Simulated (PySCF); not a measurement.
## Cr¹⁴⁺ (chromium, charge +14): TPSSh calculation

Configuration: [Ne], closed-shell 1S. All numbers are calculated (PySCF 2.14, the non-relativistic Hamiltonian (point nucleus), in an even-tempered Gaussian basis (18 s from 2.4 bohr⁻², ratio 2.2; 11 p from 3.1 bohr⁻², ratio 2.2; 6 d from 18 bohr⁻², ratio 2.4; 5 f from 27 bohr⁻², ratio 2.4; 5 g from 40 bohr⁻², ratio 2.4)).

* Total energy: -957.647 hartree
* One-electron energy: -1135.891 hartree
* Hartree (Coulomb) energy: 215.385 hartree
* Exchange-correlation energy: -37.141 hartree
* Kinetic energy: 957.24187 hartree
* ⟨S²⟩: 0.0000
* ⟨L²⟩: 0.000
* Sum of ⟨r⟩: 2.243 bohr
* Sum of ⟨r²⟩: 0.6890 bohr²
* Density at the nucleus (Gaussians lack the cusp): 9140 bohr⁻³
* Time after the integrals: about 9 core-seconds

```csv
shell,electrons,mean orbital energy (hartree),"rms radius, mean of both spins (bohr)"
1s,2,-231.36805,0.0742
2s,2,-39.42515,0.315
2p,6,-35.83930,0.283
```
